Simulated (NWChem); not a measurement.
# Total energies of BiF$_{3}$

SMILES: [F][Bi]([F])[F]
```xyz
4

Bi     0.0023     0.2550     0.0000
F     -0.8774    -0.7762     1.5077
F     -0.8774    -0.7762    -1.5077
F      1.7338    -0.7994     0.0000
```
Charge 0, spin multiplicity 1.

Program: NWChem. Structure: optimised with B3LYP/def2-SVP with def2 effective core potentials on Bi, a minimum by its harmonic frequencies.

Basis set: def2-SVP (68 functions).

```tsv
method	total energy (Ha)
RHF	-511.66363
MP2	-512.34566
B2PLYP	-513.44138
PBE	-513.73980
B3LYP	-514.05239
LC-wPBE (omega 0.3 per bohr)	-513.79862
CCSD(T)	-512.36305
```

Total energies of different functionals aren't comparable as a measure of quality: only differences taken within one method are. 

Effective core potentials replace the inner electrons of Bi; spin-orbit coupling is left out. The correlated methods keep 7 core orbitals frozen. B3LYP has NWChem's definition, with VWN1-RPA local correlation. The structure started from a generated list of species. Coupled-cluster values serve here as a point of comparison, not as the truth.
